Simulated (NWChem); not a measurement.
System: SiHI2Cl; SMILES Cl[SiH](I)I

```xyz
5

Si     0.7058     0.5990     0.0000
Cl     2.5916    -0.2556     0.0000
I     -0.5139    -0.0685     2.0223
I     -0.5139    -0.0685    -2.0223
H      0.8536     2.0858     0.0000
```
Atoms are numbered in this order, from 1.

Computed with NWChem. STO-3G and 3-21G are far too small for this property and stand as cheap habits. Structure relaxed at the PBE-D3(BJ)/def2-SVP (def2 core potentials past Kr) level. B3LYP is NWChem's, with the RPA form of VWN correlation. Field at 589 nm.

### Question
What does the run give for B3LYP/STO-3G (all-electron, non-relativistic)? Quantities: isotropic polarisability (bohr³); anisotropy (bohr³).

### Answer
The isotropic polarisability (bohr³) is 39.5. The anisotropy (bohr³) is 39.6.
